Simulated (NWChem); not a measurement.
Molecule: CHBF4; SMILES C(F)(BF)(F)F

```xyz
7

B      0.6728    -1.0748     0.0015
C      0.0164     0.3957     0.0002
F     -1.3172     0.3888    -0.0003
F      0.4202     1.0759    -1.0836
F      0.4194     1.0781     1.0830
F     -0.1195    -2.1143    -0.0004
H      1.8680    -1.2192     0.0040
```
Atoms are numbered in this order, from 1.

Computed with NWChem. Coordinates come from a PBE0/def2-SVP optimisation. GIAO values for the isolated, static molecule; σ is the absolute isotropic shielding, δ = σ(reference) − σ with the isolated reference molecule computed at the same levels (11B: boron trifluoride, 13C: tetramethylsilane, 19F: trichlorofluoromethane, 1H: tetramethylsilane).

Question: Estimate the computed values for KT2/pcSseg-1. Quantities: δ B1 (ppm); δ C2 (ppm); δ F3 (rotor mean) (ppm); δ F6 (ppm); δ H7 (ppm).

Answer: 
| Item | Value |
|---|---|
| δ B1 (ppm) | 30.0 |
| δ C2 (ppm) | 125.7 |
| δ F3 (rotor mean) (ppm) | -109.7 |
| δ F6 (ppm) | -25.6 |
| δ H7 (ppm) | 5.06 |
